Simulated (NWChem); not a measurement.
System: SrHSF; SMILES [SH][Sr][F]

```xyz
4

Sr     0.1203     0.3972    -0.0149
F     -1.1912     2.0449     0.0169
S     -0.2727    -2.3337    -0.0182
H      1.0571    -2.5940    -0.0454
```
Atoms are numbered in this order, from 1.

All runs: NWChem. Coordinates come from a PBE0/def2-SVP (def2 core potentials past Kr) optimisation. Static field.

Order these by “isotropic polarisability (bohr³)”, lowest first: BHandHLYP/Sadlej pVTZ, non-relativistic; B3LYP/Sadlej pVTZ, non-relativistic; Hartree-Fock/Sadlej pVTZ, non-relativistic; PBE/Sadlej pVTZ, non-relativistic.

Hartree-Fock/Sadlej pVTZ, non-relativistic (48.8), BHandHLYP/Sadlej pVTZ, non-relativistic (53.5), B3LYP/Sadlej pVTZ, non-relativistic (58.8), PBE/Sadlej pVTZ, non-relativistic (62.9)
